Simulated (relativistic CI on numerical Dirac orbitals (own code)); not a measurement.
## Sm⁵⁺: q coefficients and field-shift factors

Calculated at this level of theory: Dirac-Coulomb-Breit CI, KLI orbitals optimised for each configuration, valence Slater integrals scaled by 0.85, P86 correlation energy added to each configuration, derivatives by finite differences, QED left out (own radial code, finite nucleus).

CI space (outside the closed core [Kr] 4d10 5p6): 4f3 5s2, 4f2 5s2 5d, 4f 5s2 5d2, 4f5, 4f2 5s2 6s, 4f4 5s, 4f2 5s2 6p, 4f2 5s2 6d. Levels of other configurations are missing.

With x = (α/α₀)² − 1 an excitation energy changes as ω = ω₀ + qx; K = 2q/ω₀ is the relative enhancement. Terms are leading LS components, so labels can repeat. The field-shift factor is F = δν/δ⟨r²⟩ for the transition from the lowest level.

Lowest level 4f3 5s2 4I°_9/2.

| Level | ω₀ (cm⁻¹) | q (cm⁻¹) | K | F (GHz/fm²) |
| --- | --- | --- | --- | --- |
| 4f3 5s2 4I°_11/2 | 2992.9 | 3071 | 2.05 | 0.121 |
| 4f3 5s2 4I°_13/2 | 6088.9 | 5892 | 1.94 | 0.238 |
| 4f3 5s2 4I°_15/2 | 9223.7 | 8432 | 1.83 | 0.35 |
| 4f3 5s2 4F°_3/2 | 16392.5 | 692.8 | 0.0845 | 0.301 |
| 4f3 5s2 2H°_9/2 | 16446.5 | 1229 | 0.149 | 0.328 |
| 4f3 5s2 4F°_5/2 | 18096.6 | 2744 | 0.303 | 0.377 |
| 4f3 5s2 4S°_3/2 | 19313.2 | 3430 | 0.355 | 0.416 |
| 4f3 5s2 4F°_7/2 | 19376.5 | 3496 | 0.361 | 0.419 |
| 4f3 5s2 4F°_9/2 | 21156.8 | 5632 | 0.532 | 0.5 |
| 4f3 5s2 2H°_11/2 | 21499.2 | 6100 | 0.567 | 0.527 |
| 4f3 5s2 2G°_7/2 | 23630.2 | 3842 | 0.325 | 0.51 |
| 4f3 5s2 4G°_5/2 | 24658.8 | 842.2 | 0.0683 | 0.447 |
| 4f3 5s2 2K°_13/2 | 25329.9 | 2872 | 0.227 | 0.513 |
| 4f3 5s2 4G°_7/2 | 27147.0 | 3966 | 0.292 | 0.564 |
| 4f3 5s2 4G°_9/2 | 27744.6 | 6850 | 0.494 | 0.645 |
| 4f3 5s2 2K°_15/2 | 28429.3 | 5330 | 0.375 | 0.622 |
| 4f3 5s2 2D°_3/2 | 29071.9 | 2788 | 0.192 | 0.584 |
| 4f3 5s2 4G°_9/2 | 29769.8 | 7667 | 0.515 | 0.698 |
| 4f3 5s2 4G°_11/2 | 31211.8 | 7019 | 0.45 | 0.701 |
| 4f3 5s2 2P°_1/2 | 31731.8 | 3571 | 0.225 | 0.65 |
| 4f3 5s2 2D°_5/2 | 32488.1 | 4975 | 0.306 | 0.696 |
| 4f3 5s2 2P°_3/2 | 36682.9 | 8707 | 0.475 | 0.853 |
| 4f3 5s2 2I°_11/2 | 39254.6 | 2236 | 0.114 | 0.739 |

At this charge configurations can still be misplaced by up to about 7 % of their energy. Levels and lines within the n = 5 or 6 shells can be off by up to 10 % or somewhat more, and those that change n by about 2 %, since core polarisation is missing.
